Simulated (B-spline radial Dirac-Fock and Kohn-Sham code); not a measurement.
# Atomic SCF run for Co⁵⁺

ΔSCF core binding energies without Breit or QED terms, calculated with an atomic code on a B-spline grid. Keys: rel is the Hamiltonian (dirac, or spin-free x2c and nr, where L3 and M5 stand for the whole 2p and 3d shells), method is hf or an exchange,correlation pair (spin-unpolarised, also for the hole states), nuc the nuclear model, radius_factor scales its radius, rmax is the box in bohr, h the logarithmic mesh step, order the B-spline order, points the quadrature points per cell, c_factor scales the speed of light, and damp, ndamp, maxit and tol steer the iteration. The run stops when the commutator error falls below 10·tol·max(1, Z/10), or the numerical noise floor, and the energy has settled to about 1e-8 Ha; the virial ratio is −V/T.

Input (task.json):

```json
{"items": [{"Z": 27, "q": 5, "cfg": [[1, 0, 2], [2, 0, 2], [2, 1, 6], [3, 0, 2], [3, 1, 6], [3, 2, 4]], "A": 59, "rrms": 3.7875, "do": "settings", "holes": ["K", "L3", "M5"],
  "settings": [{"rel": "dirac", "method": "hf", "nuc": "fermi", "radius_factor": 1.0, "rmax": 45.0, "h": 0.3, "order": 8, "points": 10, "c_factor": 1.0, "maxit": 74, "damp": 0.97, "ndamp": 100, "tol": 1e-08}]}]}
```

Command: `python xray2_run.py task.json out`

Ground-state iterations:

```
iter   energy (Ha)        error
   1    -1369.82845576  1.24e+00
   2    -1382.62948708  5.34e-01
   3    -1382.82196237  5.11e-01
   4    -1383.00078982  4.88e-01
   5    -1383.16688692  4.66e-01
   6    -1383.32111339  4.45e-01
   7    -1383.46427456  4.25e-01
   8    -1383.59712461  4.06e-01
   9    -1383.72036953  3.88e-01
  10    -1383.83467000  3.71e-01
  11    -1383.94064412  3.54e-01
  12    -1384.03886989  3.38e-01
  13    -1384.12988766  3.23e-01
  14    -1384.21420237  3.09e-01
  15    -1384.29228573  2.95e-01
  23    -1384.73975780  2.05e-01
  31    -1384.97760336  1.43e-01
  39    -1385.10225564  1.02e-01
  47    -1385.16684455  7.35e-02
  55    -1385.20001902  5.26e-02
  63    -1385.21694883  3.76e-02
  71    -1385.22555013  2.68e-02
  74    -1385.22753862  2.36e-02
```

The ground state had not converged after 74 iterations, with total energy -1385.22754 Ha, virial ratio 1.98282 and highest orbital energy -100.75 eV. ΔSCF binding energies: K (1s) 7832.9 eV, L3 (2p3/2) 894.1 eV (not all states converged, so these are not final). Holes are computed only in closed shells, and unreliable hole states are left out.

Question: One setting is unsound. Which, and why?

Answer: damp is so close to 1 that the orbitals hardly move in each step. With the default settings (Dirac Hartree-Fock): The ground state converged in 10 iterations, with total energy -1385.23438 Ha, virial ratio 1.98447 and highest orbital energy -101.86 eV. ΔSCF binding energies: K (1s) 7832.8 eV, L3 (2p3/2) 894.1 eV. Holes are computed only in closed shells, and unreliable hole states are left out.
